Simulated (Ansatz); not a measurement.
Geometry optimisation, Ansatz, DFT PBE, scalar-relativistic, plane waves, PAW.

input.yaml

```yaml
crystal:
  lattice:
    - [0.0, 3.57, 3.57]
    - [3.57, 0.0, 3.57]
    - [3.57, 3.57, 0.0]
  atoms:
    - { symbol: C, position: [0.0, 0.0, 0.0] }
    - { symbol: C, position: [0.125, 0.125, 0.125] }
    - { symbol: C, position: [0.0, 0.0, 0.5] }
    - { symbol: C, position: [0.125, 0.125, 0.625] }
    - { symbol: C, position: [0.0, 0.5, 0.0] }
    - { symbol: C, position: [0.125, 0.625, 0.125] }
    - { symbol: C, position: [0.0, 0.5, 0.5] }
    - { symbol: C, position: [0.125, 0.625, 0.625] }
    - { symbol: C, position: [0.5, 0.0, 0.0] }
    - { symbol: C, position: [0.625, 0.125, 0.125] }
    - { symbol: C, position: [0.5, 0.0, 0.5] }
    - { symbol: C, position: [0.625, 0.125, 0.625] }
    - { symbol: C, position: [0.5, 0.5, 0.0] }
    - { symbol: C, position: [0.625, 0.625, 0.125] }
    - { symbol: C, position: [0.5, 0.5, 0.5] }
    - { symbol: C, position: [0.625, 0.625, 0.625] }
    - { symbol: H, position: [0.38415109, 0.36757544, -0.1220442], spin: 1.0 }
magnetization:
  spin_polarized: true
basis:
  ecutwfc: 420.0
kpoints:
  mp_grid: { grid: [3, 3, 3] }
hamiltonian:
  xc: pbe
scf:
  occupations: { method: gaussian, width: 0.02 }
  lower_state_search: "off"
relax:
  f_tol: 0.03
  max_steps: 60
  adjacent_minimum: "off"
output:
  write_density: true
  write_potential: true
  elf: true
  volumetric_format: npy
```

Command:

```bash
$ ansatz run input.yaml --threads 2 --pin off --max-ram 5120MiB --backend cpu --events-out ev --progress --plain --runs-dir out
```

Problem. Where does it end, and by what steps?

Solution. The run converged. Limits of this set-up: a small cell, in which the defect meets its images. After 3 steps the energy has fallen by 0.079 eV; H17 moved furthest, 0.04 Å.

| step | energy less start (eV) | largest force component (eV/Å) | accepted |
| --- | --- | --- | --- |
| 0 | 0.0000 | 1.299 | yes |
| 1 | -0.0642 | 0.442 | yes |
| 2 | -0.0778 | 0.089 | yes |
| 3 | -0.0790 | 0.002 | yes |

```xyz
17
Lattice="0.0000 3.5700 3.5700 3.5700 0.0000 3.5700 3.5700 3.5700 0.0000" Properties=species:S:1:pos:R:3
C 0.002 0.005 -0.003
C 0.892 0.895 0.872
C 1.781 1.785 -0.003
C 2.677 2.680 0.893
C 1.786 0.000 1.783
C 2.698 0.895 2.678
C 3.572 1.785 1.788
C 4.462 2.659 2.678
C -0.003 1.790 1.783
C 0.892 2.701 2.678
C 1.781 3.575 1.788
C 2.656 4.465 2.678
C 1.786 1.790 3.573
C 2.677 2.680 4.463
C 3.567 3.570 3.573
C 4.462 4.465 4.484
H 0.891 0.895 2.678
```

Time of the run: 15 s on 2 threads of AMD EPYC 9R45 96-Core Processor (Zen 5), on a shared host, peak memory 0.48 GiB.
